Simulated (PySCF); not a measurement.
**Ag₂: from constants to spectrum**

PBE0 constants of Ag₂, ¹Σg⁺ (singlet), closed shell (Ag cc-pVDZ-PP with ECP28; scalar-relativistic core potentials (PySCF 2.14); masses 106.9051 and 106.9051 u):

| Quantity | Value |
| --- | --- |
| ωe | 184.6 cm⁻¹ |
| ωexe | 0.591 cm⁻¹ |
| Be | 0.047636 cm⁻¹ |
| αe | 0.000205 cm⁻¹ |
| De to Ag (4d10 5s1) + Ag (4d10 5s1) | 1.56 eV |

Question: What force constant and bond length do these constants imply?

Answer: Reduced mass μred = 53.453 u; k = 5.8918×10⁻⁷·μred·ωe² (u, cm⁻¹, mdyn/Å) = 1.07 mdyn/Å; Re = √(16.8576/(μred·Be)) (u, cm⁻¹, Å) = 2.573 Å.

Question: Estimate the centrifugal constant D from the Kratzer relation and find the Dunham coefficient a1.

Answer: D = 4Be³/ωe² = 1.27e-08 cm⁻¹; a1 = −1 − αeωe/(6Be²) = -3.78.

Closed-shell solutions of metal pairs were not tested for spin polarisation, which can lower them a little. Spin–orbit coupling is left out.
